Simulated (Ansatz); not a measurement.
Relaxation of C2H8O2Si (13 atoms, charge 0, multiplicity 1), to a largest force component of 0.03 eV/Å in at most 50 steps.

All numbers below come from RKS r2SCAN/6-31G* in Ansatz 0.2.0.

```xyz
13
Properties=species:S:1:pos:R:3:forces:R:3
Si -0.340 -0.201 -0.388 -0.01 -0.01 -0.04
C 1.008 1.067 -0.124 0.28 0.41 -0.65
C -0.575 -0.728 1.374 -0.36 -0.29 -0.18
H 0.224 -0.128 1.800 0.08 -0.14 0.85
O -1.764 0.417 -0.974 0.00 0.01 0.00
O 0.151 -1.372 -1.476 -0.02 0.02 0.02
H 1.347 1.601 -1.023 0.01 0.00 0.01
H 0.649 1.825 0.584 0.00 -0.01 -0.01
H 1.893 0.599 0.330 0.00 -0.01 0.00
H -1.533 -0.422 1.806 0.01 0.01 0.00
H -0.406 -1.787 1.591 0.00 0.01 -0.01
H -1.763 0.587 -1.926 -0.01 -0.02 0.01
H 1.108 -1.457 -1.574 0.02 0.00 0.00
```

Task: Where does it end, and by what steps?

Result: The forces met the threshold. The force dipped under the threshold on the way, but the program's further checks kept it going. After 12 steps the energy has fallen by 0.280 eV; H4 moved furthest, 0.95 Å.

```csv
step,energy less start (eV),largest force component (eV/Å),accepted
0,0.0000,0.846,yes
1,-0.1543,0.260,yes
2,-0.2142,0.374,yes
3,-0.2118,0.604,no
4,-0.2352,0.098,yes
5,-0.2422,0.140,yes
6,-0.2474,0.298,yes
7,-0.2550,0.292,yes
8,-0.2643,0.489,yes
9,-0.2769,0.136,yes
10,-0.2796,0.013,yes
11,-0.2798,0.066,yes
12,-0.2802,0.024,yes
```

```xyz
13
Properties=species:S:1:pos:R:3
Si -0.238 -0.180 -0.276
C 1.019 1.215 -0.237
C -0.641 -0.805 1.430
H 0.267 -1.054 1.993
O -1.691 0.325 -0.913
O 0.372 -1.415 -1.226
H 1.252 1.596 -1.241
H 0.633 2.061 0.345
H 1.963 0.902 0.229
H -1.203 -0.056 2.000
H -1.259 -1.709 1.366
H -1.719 0.357 -1.879
H 1.247 -1.238 -1.593
```

The run took 49 s on 2 threads of Arm Neoverse V1, with other jobs on the host, peak memory 0.17 GiB.
